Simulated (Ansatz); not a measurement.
An input meant for [SnH3]- (SnH3⁻) (charge -1, singlet; atoms displaced at random, 0.15 Å in each coordinate).

```yaml
crystal:
  periodic: [true, true, true]
  atoms:
    - {symbol: Sn, position_ang: [0.108896, 0.000806, 0.647083]}
    - {symbol: H, position_ang: [1.544997, 0.109152, -0.214465]}
    - {symbol: H, position_ang: [-0.739398, 1.108951, -0.340036]}
    - {symbol: H, position_ang: [-0.672806, -1.329035, -0.411759]}
basis:
  gaussian: {orbitals: def2-SVP}
total_charge: -1
hamiltonian: {xc: {name: B3LYP}, dispersion: d3bj}
scf: {omitted_lower_state_checks: [starts]}
```

```sh
$ ansatz run in.yaml --threads 4 --pin off --events-out ev --progress --plain --max-ram 3916MiB
```

Shortened log:

```
Error: YAML parse error: error: line 2 column 3: crystal: missing field `lattice` (a structure is typed as `lattice` and `atoms`, a molecule's as `atoms` in Å alone, or read from a run's directory, `checkpoint`)
 --> <input>:2:3
  |
1 | crystal:
2 |   periodic: [true, true, true]
  |   ^ crystal: missing field `lattice` (a structure is typed as `lattice` and `atoms`, a molecule's as `atoms` in Å alone, or read from a run's directory, `checkpoint`)
3 |   atoms:
4 |     - {symbol: Sn, position_ang: [0.108896, 0.000806, 0.647083]}
  |
```

In this input the species is marked periodic without a cell. The input was rejected before any iteration.
